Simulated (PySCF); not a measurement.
Geometry (Å), atoms numbered from 1 in this order:
```xyz
11

N     3.4026    0.1797   -0.3670
C     2.2637    0.2120   -0.2600
C     0.8461    0.1930   -0.1170
C     0.1856   -1.0115    0.1359
C    -1.1942   -0.9272    0.2611
N    -1.8434    0.2198    0.1484
C    -1.1175    1.2980   -0.0926
N     0.1910    1.3471   -0.2309
H     0.7214   -1.9424    0.2258
H    -1.8010   -1.8017    0.4571
H    -1.6489    2.2359   -0.1869
```

Theoretical values (PySCF): shielding tensors at PBE0/pcSseg-1 (GIAO), structure optimised with GFN2-xTB. Isolated molecule, non-relativistic, a single conformation.

Referencing at the same level of theory: ¹³C (σ = 186.93 ppm) and ¹H (σ = 31.72 ppm) against TMS; ¹⁵N (σ = 267.73 ppm) against NH3.

```csv
atoms,nucleus,count,δ (ppm)
C5,¹³C,1,164.7
H9,¹H,1,7.71
N1,¹⁵N,1,?
C4,¹³C,1,132.9
C7,¹³C,1,165.7
N8,¹⁵N,1,?
C2,¹³C,1,121.7
C3,¹³C,1,?
N6,¹⁵N,1,346.2
H10,¹H,1,9.25
H11,¹H,1,9.75
```

Complete the table.

Answers


- C3: 147.6 ppm, substituted aromatic carbon next to a ring nitrogen
- N8: 338.2 ppm, pyridine-type ring nitrogen
- N1: 323.6 ppm, nitrile nitrogen

Shifts are as computed. Against solution values, carbons near 30 ppm lie about +3 ppm off and those near 130 ppm about +5 ppm. Of 1211 compounds with measured shifts, 218 miss one by over three times the rms of a fit or turn the order of signals round; such compounds aren't used in these exercises. Experimental scales use liquid or dissolved standards, which lie at an offset from isolated NH3 (liquid NH3: subtract about 20 ppm). Unscaled 15N shifts of sp2 nitrogen come out 20 to 40 ppm too high even then.
